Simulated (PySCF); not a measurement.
Excitation energy of O⁺ by level of theory

O⁺ [He] 2s2 2p3 (4S) → O⁺ [He] 2s1 2p4 (4P), as a difference of total energies. All numbers are calculated (PySCF 2.14, the spin-free X2C one-electron Hamiltonian (Gaussian nucleus), in x2c-QZVPPall (7s4p3d2f1g, 57 functions)). Correlated levels: valence and next inner shell: nothing frozen. The calculations carry no spin-orbit coupling.

```csv
method,excitation energy (eV)
UHF,14.951
MP2 (valence and next inner shell),14.964
SCS-MP2 (valence and next inner shell),14.981
CCSD (valence and next inner shell),14.895
CCSD(T) (valence and next inner shell),14.883
```

Q: How much does correlation contribute at CCSD(T) (valence and next inner shell)?

A: 14.883 − (14.951) = -0.068 eV, measured against UHF.

Errors of the correlated levels include the incompleteness of this basis.

For comparison: 14.870 eV (measured; NIST levels, between the centres of gravity of the two terms).
